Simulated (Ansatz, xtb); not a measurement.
## Relative energy of two structures of CH4GeS

We compare a, a singlet given by its coordinates, with b, a singlet given by its coordinates. Both are isolated molecules in the gas phase, relaxed with r2SCAN-D4/def2-SVP.

a (Å):

```json
{"atom": "C", "x (Å)": "-0.5321", "y (Å)": "2.1565", "z (Å)": "-0.1845"}
{"atom": "Ge", "x (Å)": "-1.2767", "y (Å)": "0.3264", "z (Å)": "-0.4744"}
{"atom": "S", "x (Å)": "0.0405", "y (Å)": "-0.1153", "z (Å)": "-2.2270"}
{"atom": "H", "x (Å)": "-1.3530", "y (Å)": "2.8536", "z (Å)": "0.0536"}
{"atom": "H", "x (Å)": "0.1081", "y (Å)": "2.1105", "z (Å)": "0.7160"}
{"atom": "H", "x (Å)": "0.0649", "y (Å)": "2.5629", "z (Å)": "-1.0147"}
{"atom": "H", "x (Å)": "-0.4028", "y (Å)": "-1.3754", "z (Å)": "-2.4442"}
```

Close contacts (Å): C1–Ge2 2.00, Ge2–S3 2.24, C1–H4 1.10, C1–H5 1.11, C1–H6 1.10, S3–H7 1.35.

b (Å):

```xyz
7

C     0.0840   -1.0271    0.2057
Ge    0.5656    0.8473   -0.3088
S    -1.4054    1.7982    0.1925
H    -0.1902   -1.0722    1.2738
H    -2.0847    0.7084    0.6271
H    -0.7838   -1.3782   -0.3786
H     0.9259   -1.7152    0.0315
```

Close contacts (Å): C1–Ge2 2.00, Ge2–S3 2.24, C1–H4 1.10, C1–H6 1.10, C1–H7 1.10, S3–H5 1.36.

Which of the two would you expect CCSD(T)/def2-TZVP electronic energies to favour?

Structure a; the calculation gives E(b) − E(a) = +6.17 kJ/mol.

How the difference moves with the method:

```json
{"level": "r2SCAN-D4/def2-SVP", "geometry": "r2SCAN-D4/def2-SVP", "E(b) − E(a) (kJ/mol)": "+8.30", "departure from the last row (kJ/mol)": "+2.12", "job, with rough time for the two": "optimisation, 43 s"}
{"level": "HF/def2-TZVP", "geometry": "r2SCAN-D4/def2-SVP", "E(b) − E(a) (kJ/mol)": "+6.51", "departure from the last row (kJ/mol)": "+0.33", "job, with rough time for the two": "part of the CCSD(T) run"}
{"level": "MP2/def2-TZVP", "geometry": "r2SCAN-D4/def2-SVP", "E(b) − E(a) (kJ/mol)": "+7.09", "departure from the last row (kJ/mol)": "+0.92", "job, with rough time for the two": "part of the CCSD(T) run"}
{"level": "CCSD(T)/def2-TZVP", "geometry": "r2SCAN-D4/def2-SVP", "E(b) − E(a) (kJ/mol)": "+6.17", "departure from the last row (kJ/mol)": "", "job, with rough time for the two": "single point, 48 s"}
```

None of the levels shown reverses the order. The largest departure from CCSD(T)/def2-TZVP is that of r2SCAN-D4/def2-SVP, 2.12 kJ/mol. Levels run at GFN2-xTB geometries aren't shown.

With harmonic frequencies from r2SCAN-D4/def2-SVP (ideal gas, rigid rotor, one conformer each, 298.15 K, 1 atm): on the last row, ΔE + ΔZPE = +5.51 kJ/mol. A mode under 50 cm⁻¹ makes harmonic enthalpies and free energies unreliable, so none is given.

The correlated steps freeze 15 core orbitals; the filled d shell of Ge is correlated, in a basis made for valence electrons. Codes used: Ansatz 0.2.0; the last row on 1 thread of Intel(R) Xeon(R) Platinum 8488C (Sapphire Rapids) on a shared host.
